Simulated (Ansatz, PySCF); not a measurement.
Molecule: C₂H₃O (charge +1, singlet). It need not be the lowest isomer of its formula. 
Structure (B3LYP-D3(BJ)/def2-TZVP (Ansatz, a quantum-chemistry and plane-wave program) minimum search):
```
C
C 1 1.2586
H 2 1.0769 1 166.30
H 1 1.0769 2 166.30 3 0.00
O 1 1.5544 4 127.39 2 -169.50
H 5 0.9824 1 110.10 4 -83.38
```
Charge +1, spin multiplicity 1.

Total electronic energies in hartree. Valence correlation only, unless marked. Spin-orbit coupling is left out. Non-relativistic. CBS(X,Y): correlation extrapolated as X^-3; Hartree-Fock from the larger set. The bracket is a focal-point correction in the basis named.

The Hartree-Fock reference is unstable (checked in the largest basis), which strains HF and MP2. 

```tsv
level	program	energy (Eh)
HF/cc-pwCVTZ	Ansatz	-151.97311
PBE-D3(BJ)/def2-TZVPD	Ansatz + dftd3	-152.68010
M06-L-D4/def2-TZVPD	PySCF + dftd4	-152.83429
PBE0-D4/def2-TZVP	Ansatz + dftd4	-152.67717
BHLYP-D3(BJ)/def2-TZVPD	Ansatz + dftd3	-152.76542
BHLYP-D4/def2-TZVPD	Ansatz + dftd4	-152.76397
BHLYP/def2-TZVPD	Ansatz	-152.76203
TPSSh-D3(BJ)/def2-TZVPD	PySCF + dftd3	-152.86646
TPSSh-D4/def2-TZVPD	PySCF + dftd4	-152.86579
TPSSh/def2-TZVPD	PySCF	-152.86358
r2SCANh/def2-TZVPD	Ansatz	-152.75706
PW6B95-D3(BJ)/def2-TZVPD	PySCF + dftd3	-153.03835
MN15/def2-TZVPD	PySCF	-152.68359
LC-wPBE-D3(BJ)/def2-TZVPD	Ansatz + dftd3	-152.75122
LC-wPBE/def2-TZVPD	Ansatz	-152.74897
MP2/6-31G*	Ansatz	-152.33346
MP2/cc-pVDZ	Ansatz	-152.36088
RI-MP2/cc-pVQZ	Ansatz	-152.55902
CCSD/cc-pVDZ	Ansatz	-152.38423
CCSD/cc-pwCVTZ	Ansatz	-152.53612
CCSD(T)/cc-pVDZ	PySCF	-152.40100
RI-MP2/CBS(cc-pVTZ,cc-pVQZ)+[CCSD(T)-MP2]/cc-pVDZ	Ansatz	-152.6259
CCSD(T)/CBS(cc-pVTZ,cc-pVQZ)	Ansatz	-152.6211
```

Totals of different functionals don't rank their quality; only differences between species are comparable.
